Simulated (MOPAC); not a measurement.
Input for MOPAC: PM7 on CdF2 (SMILES [F][Cd][F]), a point of a bond scan (R = 1.740 Å).

```
PM7 1SCF PRECISE CHARGE=0 THREADS=1
CdF2

Cd     0.00000000 1     0.00000000 1     0.00000000 1
F      0.00000000 1     0.00000000 1    -1.74014375 1
F      0.00000000 1     0.00000000 1     1.93349306 1
```

Output:

```
*******************************************************************************
 **                                                                           **
 **                              MOPAC v23.2.5                                **
 **                                                                           **
 *******************************************************************************
 ** MOPAC's Digital Object Identifier: https://doi.org/10.5281/zenodo.6511958 **
 **                                                                           **
 ** Please cite the open-source release paper for use of this MOPAC version:  **
 ** J. E. Moussa and J. J. P. Stewart (2026)                                  **
 ** MOPAC: An open-source semiempirical molecular orbital program             **
 ** J. Open Source Softw., 11(119), 8025, https://doi.org/10.21105/joss.08025 **
 *******************************************************************************

                              PM7 CALCULATION RESULTS

 *******************************************************************************
 *  PM7        - The PM7 Hamiltonian to be used
 *
 *
 *
 *                 CHARGE ON SYSTEM = 0
 *
 *
 *
 *  PRECISE    - TIGHTER CRITERIA TO BE USED
 *  1SCF       - DO 1 SCF AND THEN STOP
 *  THREADS=1  - MULTI-THREADING NOT USED
 *  T=         - A TIME OF 172800.0 SECONDS REQUESTED
 *  DUMP=N     - RESTART FILE WRITTEN EVERY 7200.0 SECONDS REQUESTED
 *******************************************************************************
PM7 1SCF PRECISE CHARGE=0 THREADS=1
 CdF2

   ATOM   CHEMICAL          X               Y               Z
  NUMBER   SYMBOL      (ANGSTROMS)     (ANGSTROMS)     (ANGSTROMS)

     1      Cd          0.00000000  *   0.00000000  *   0.00000000  *
     2       F          0.00000000  *   0.00000000  *  -1.74014375  *
     3       F          0.00000000  *   0.00000000  *   1.93349306  *



          CARTESIAN COORDINATES

    NO.       ATOM           X           Y           Z

     1        Cd          0.0000      0.0000      0.0000
     2         F          0.0000      0.0000     -1.7401
     3         F          0.0000      0.0000      1.9335

 General Reference for PM7:
 "Optimization of Parameters for Semiempirical Methods VI: More Modifications to the
 NDDO Approximations and Re-optimization of Parameters", J. J. P. Stewart, J. Mol. Mod., 1:32, 19 (2013)
 https://link.springer.com/article/10.1007/s00894-012-1667-x

           Empirical Formula: Cd F2  =     3 atoms



      MOLECULAR POINT GROUP   :   C*v


      RHF CALCULATION, NO. OF DOUBLY OCCUPIED LEVELS = 8


 -------------------------------------------------------------------------------
 PM7 1SCF PRECISE CHARGE=0 THREADS=1
 CdF2



     1SCF WAS SPECIFIED, SO BFGS WAS NOT USED
     SCF FIELD WAS ACHIEVED


                              PM7 CALCULATION
                                                       MOPAC v23.2.5 Linux




          FINAL HEAT OF FORMATION =        -54.40259 KCAL/MOL =    -227.62045 KJ/MOL


          COSMO AREA              =         77.47 SQUARE ANGSTROMS
          COSMO VOLUME            =         55.72 CUBIC ANGSTROMS

          IONIZATION POTENTIAL    =         13.439483 EV
          HOMO LUMO ENERGIES (EV) =        -13.439 -1.958
          NO. OF FILLED LEVELS    =          8
          MOLECULAR WEIGHT        =        150.4068         POINT GROUP:  C*v

          MOLECULAR DIMENSIONS (Angstroms)

            Atom       Atom       Distance
            F     3    F     2     3.67364
            F     3    F     2     0.00000
           Cd     1    F     2     0.00000


          SCF CALCULATIONS        =          1





   ATOM   CHEMICAL          X               Y               Z
  NUMBER   SYMBOL      (ANGSTROMS)     (ANGSTROMS)     (ANGSTROMS)

     1      Cd          0.00000000  *   0.00000000  *   0.00000000  *
     2       F          0.00000000  *   0.00000000  *  -1.74014375  *
     3       F          0.00000000  *   0.00000000  *   1.93349306  *

                             CARTESIAN COORDINATES

   1   Cd        0.000000000     0.000000000     0.000000000
   2    F        0.000000000     0.000000000    -1.740143750
   3    F        0.000000000     0.000000000     1.933493060


           Empirical Formula: Cd F2  =     3 atoms



      MOLECULAR POINT GROUP   :   C*v


                  EIGENVALUES
 -39.67501 -36.86314 -15.55201 -15.55201 -15.18542 -13.90409 -13.90409 -13.43948
  -1.95808   2.28062   2.28062   4.90846


              NET ATOMIC CHARGES AND DIPOLE CONTRIBUTIONS

  ATOM NO.   TYPE          CHARGE      No. of ELECS.   s-Pop       p-Pop
    1         Cd           0.889787        1.1102     0.58510     0.52511
    2          F          -0.385631        7.3856     1.95653     5.42910
    3          F          -0.504156        7.5042     1.97049     5.53366
 DIPOLE           X         Y         Z       TOTAL
 POINT-CHG.     0.000     0.000    -1.459     1.459
 HYBRID         0.000     0.000     0.053     0.053
 SUM            0.000     0.000    -1.406     1.406


          ATOMIC ORBITAL ELECTRON POPULATIONS

     Atom    s        px        py        pz
    1 Cd   0.58510   0.08381   0.08381   0.35749
    2  F   1.95653   1.94976   1.94976   1.52959
    3  F   1.97049   1.96643   1.96643   1.60080

 **********************
 *                    *
 * JOB ENDED NORMALLY *
 *                    *
 **********************




 == MOPAC DONE ==
```

The run finished.

Cost: around 0.020 core-seconds (rough).
